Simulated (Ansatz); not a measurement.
B(CCH)(Cl)(Me) (C3H4BCl), SMILES C#CB(C)Cl.

Coordinates come from a PBE0-D3(BJ)/def2-SVP optimisation. This is a generated structure with no PubChem entry under its InChIKey; it may be hypothetical.

Two levels are set side by side: PBE/def2-SVPD (Ansatz, an electronic-structure program) and CAM-B3LYP/def2-SVPD (Ansatz). Energy differences of separate SCF runs at the same geometry; the states with an electron removed or added have multiplicity 2 and 2. Differences are taken from unrounded values.

| quantity | CAM-B3LYP |
|---|---|
| vertical ionisation energy (eV) | 10.73 |
| vertical singlet–triplet gap (eV) | 4.35 |

**Question.** What does PBE give, and how far is it from CAM-B3LYP? (The exact figures need the calculation; the answer reports its results.)

**Answer.** 
```tsv
quantity	PBE	PBE minus CAM-B3LYP
vertical ionisation energy (eV)	10.24	-0.49
vertical singlet–triplet gap (eV)	4.19	-0.16
```
